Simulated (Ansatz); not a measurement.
`C[SiH2]OB(N)F`. The species carries charge 0 and has multiplicity 1.

Z-matrix (Å, degrees):
```
C
Si 1 1.856
H 1 1.092 2 110.9
H 1 1.093 2 110.4 3 -119.8
H 1 1.092 2 110.9 3 120.3
O 2 1.654 1 107.5 3 -60.2
H 2 1.487 1 110.7 3 -179.8
H 2 1.487 1 110.7 3 59.4
B 6 1.359 2 132.6 1 179.7
N 9 1.399 6 121.7 2 180.0
F 9 1.346 6 119.6 2 -0.0
H 10 1.003 9 122.2 6 0.0
H 10 1.003 9 122.5 6 180.0
```

Task: Give the diagnostics of a CCSD(T)/def2-TZVPP run (frozen core, the Gaussian-basis code of Ansatz). (An estimate is asked.)

Result: Ansatz gave: T1 = 0.0111, largest single amplitude 0.017, largest double 0.023, (T) share of the correlation energy 3.3 %, 9 CCSD cycles. The RHF solution is stable towards an unrestricted one. T1 lies under the customary mark of 0.02 for closed shells.
